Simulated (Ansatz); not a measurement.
`BC(F)[SiH3]` + `SS` → `FC([SiH3])SS` + BH₃  (substitution at a C–B bond)

Gas-phase electronic energies from Ansatz, PBE0-D4/def2-TZVP geometries. CCSD(T)/CBS is the MP2 limit (def2-TZVPP, def2-QZVPP) plus CCSD(T) − MP2 in def2-TZVPP, frozen cores. This one scheme is used for every species. DFT in def2-TZVPP. One conformer a species, not always the lowest.

```csv
level,ΔE (eV)
PBE-D4,0.54
PBE0-D4,0.54
ωB97X-V,0.48
SCS-MP2/def2-TZVPP,0.42
CCSD/def2-TZVPP,0.51
CCSD(T)/def2-TZVPP,0.48
HF/def2-QZVPP,0.53
CCSD/CBS(def2),0.50
```

(1) What does CCSD(T)/CBS give? (Best estimate.)

Largest T1 diagnostic among the species: 0.013.

Answers

(1) The calculation gave: +0.46 eV. The listed levels differ from it by 0.08, 0.08, 0.02, -0.04, 0.05, 0.02, 0.07, 0.04 eV.

The D4 term adds −0.11 eV with B3LYP and −0.06 eV with PBE0; it sums over pairs of atoms, weighted by their polarisabilities, and B3LYP, whose exchange is more repulsive, gets the larger term. In def2-TZVPP, CCSD(T) changes the Hartree–Fock value by −0.04 eV (the triples alone add −0.03 eV) and MP2 by −0.10 eV.

B3LYP here is the variant with VWN-RPA as its local correlation; programs differ in this.
